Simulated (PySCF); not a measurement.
How methods differ on the ionisation energy of Te

Te [Kr] 4d10 5s2 5p4 (3P) → Te⁺ [Kr] 4d10 5s2 5p3 (4S), as a difference of total energies. Computed with PySCF 2.14 in x2c-SVPall (6s5p3d, 36 functions), with scalar relativity by spin-free X2C-1e. Correlated levels: valence: [Kr] 4d10 frozen. The calculations carry no spin-orbit coupling.

| method | ionisation energy (eV) | error (eV) |
| --- | --- | --- |
| UHF | 7.671 | -1.078 |
| MN15 | 8.612 | -0.137 |
| TPSS | 8.681 | -0.068 |
| MP2 (valence) | 8.044 | -0.705 |
| SCS-MP2 (valence) | 8.057 | -0.692 |
| CCSD (valence) | 8.073 | -0.676 |
| CCSD(T) (valence) | 8.079 | -0.670 |

Reference: 8.749 eV (measured; NIST levels, between the centres of gravity of the two terms).

Errors of the correlated levels include the incompleteness of this basis and the frozen core.
